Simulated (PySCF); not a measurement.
Vertical excitations of a molecule CH₅FO₂Si₂ from TDA-PBE/def2-SVPD run with PySCF, as energy in eV (oscillator strength): 5.40 (0.005), 5.53 (0.002), 5.70 (0.000), 5.99 (0.035), 6.00 (0.056), 6.25 (0.001), 6.48 (0.002), 6.61 (0.005), 6.85 (0.000), 6.90 (0.029). Lowest triplet (TDA): 4.96 eV. Geometry: B3LYP-D3(BJ)/def2-SVP. The values are those of a single conformer.

Question: Which structure fits?
A. O[Si@@H]1CO[Si@@H]1F
B. O[Si@@]1(F)C[SiH2]O1
C. O=C[Si@@](O)(F)[SiH3]
D. O=CO[SiH2][SiH2]F

Answer: D, O=CO[SiH2][SiH2]F
